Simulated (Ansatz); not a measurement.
Ansatz (a quantum-chemistry and plane-wave program) input (RPA@PBE/def2-QZVPP):
A basis named .json is the Basis Set Exchange file of that set.

Ansatz 0.2 input:
```yaml
crystal:
  periodic: [false, false, false]
  atoms:
    - {symbol: Ti, position_ang: [-0.06250553, -0.34995921, -0.15182726]}
    - {symbol: O, position_ang: [1.12299645, 0.66889612, -0.65082988]}
    - {symbol: O, position_ang: [-0.95110625, 0.29349171, 1.06835486]}
basis:
  gaussian:
    orbitals: def2-QZVPP.json
hamiltonian:
  xc: pbe
magnetization: {spin_polarized: false}
correlation: {method: rpa, electrons: outside_noble_gas}
```

End of the output:

```
integrals: 0.37 GiB planned
1365 factors; integrals over basis functions are off by at most 6.1e-4 eV
mean field: 1.13 GiB planned
mean field evaluation 1: about -27184.7061 eV, gradient 1.1e2 eV
mean field evaluation 2: about -27184.7083 eV, gradient 1.1e2 eV
mean field evaluation 4: about -27142.8580 eV, gradient 1.6e2 eV
mean field evaluation 8: about -27203.3976 eV, gradient 7.7e-1 eV
mean field evaluation 16: about -27203.3981 eV, gradient 1.9e-3 eV
mean field evaluation 32: about -27150.8152 eV, gradient 1.2e2 eV
mean field -27203.39810287 eV, -999.7064411549 hartree, gradient 8.2e-6 eV, S^2 0.000000; 0 other end points of the search recorded, 0 dependent functions left out
11 core orbitals not correlated
reference -27159.87461015 eV, -998.1069822990 hartree; 8, 8 occupied and 188, 188 virtual orbitals, 1365 factors
Total energy: -27188.97338073 eV, -999.1763423937 hartree
```
